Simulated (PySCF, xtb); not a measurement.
C5H7BO, SMILES C=CB(O)C#CC.

GFN2-xTB in xtb at its own geometry gives an orbital gap of 3.86 eV and a dipole moment of 2.17 D.

Geometry: PBE0-D3(BJ)/def2-SVP. The structure was generated by enumeration, and PubChem lists no compound with its InChIKey, so it may never have been made. One conformer was computed; it need not be the lowest.

Q: What does PBE/def2-TZVP (PySCF) give? (An estimate is asked for; the answer gives what the named calculation found.)

A: gap 4.10 eV (levels -6.38 and -2.27 eV), dipole 2.26 D.
